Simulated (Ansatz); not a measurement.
Basis-set extrapolation for CH7BClNSi (PBE0-D4/def2-TZVP geometry, frozen core, the Gaussian-basis code of Ansatz). Multiplicity 1, RHF reference.

```
                      def2-TZVPP   def2-QZVPP
                 HF  -869.616464  -869.643688
    MP2 correlation    -0.814720    -0.876593
CCSD(T) correlation    -0.908355      not run
```

Energies in hartree. Use E(X) = E(∞) + A·exp(−7.88·√X) for Hartree–Fock and E(X) = E(∞) + B·X^(−2.97) for correlation, with X = 3 and 4, and add CCSD(T) minus MP2 of the smaller set to the MP2 limit.

Problem. What is the CCSD(T) energy at the basis-set limit?

Solution. HF limit: -869.643688 + (-0.027224) × 0.13774 = -869.64744. MP2 limit: -0.876593 + (-0.061873) × 0.74074 = -0.92242. Higher-order term: -0.908355 − (-0.814720) = -0.09364. Total: -870.66350 hartree, 364.1 kJ/mol below CCSD(T)/def2-TZVPP.
